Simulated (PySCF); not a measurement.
## GeH at UHF

Computed with UHF; basis Ge def2-TZVPP, H def2-TZVPP; no relativity; PySCF 2.14.

For GeH, the state is ²Π (doublet), unpaired electrons π ↑, the bond length is 1.590 Å and the harmonic wavenumber is 1989 cm⁻¹. The force constant is 2.32 mdyn/Å. The rotational constant Be is 6.705 cm⁻¹, the anharmonicity ωexe is 28.7 cm⁻¹ and the vibration–rotation constant αe is 0.167 cm⁻¹. The well depth De to Ge + H is 192 kJ/mol and the dissociation energy D0 is 181 kJ/mol. The bond order (Mayer) is 0.96 and the dipole moment (positive dipole means Ge(−)H(+)) is 0.01 D.

Spin–orbit coupling is left out. Hartree–Fock leaves out correlation, which carries a large part of most bond energies and some tenths to 1 eV of ionisation energies. The state was picked by a PBE0 search and need not be the measured ground state.
